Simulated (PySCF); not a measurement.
P²⁺ (phosphorus, charge +2) across methods

[Ne] 3s2 3p1, 2P determinant. Calculation: PySCF 2.14, in dyall-acv3z (19s12p6d4f, 113 functions); the non-relativistic Hamiltonian (point nucleus).

```
method  E (hartree)  mean ε 3s α (eV)  mean ε 3s β (eV)  mean ε 3p α (eV)  Σ⟨r²⟩ (bohr²)   ⟨S²⟩
r2SCAN    -340.1256           -34.586           -33.264           -25.411          13.95  0.759
M06-2X    -340.1545           -37.209           -35.813           -27.336          13.92  0.753
   LDA    -338.8882           -34.329           -33.258           -24.814          13.92  0.752
   UHF   -339.65049           -40.059           -37.074           -29.988          14.09  0.764
  PBE0    -340.0304           -35.912           -34.396           -26.373          13.92  0.755
   PBE    -340.0027           -34.248           -33.104           -24.957          13.91  0.754
  TPSS    -340.1806           -34.501           -33.123           -25.264          13.90  0.755
  MN15    -340.1532           -36.220           -34.851           -26.841          13.91  0.753
```
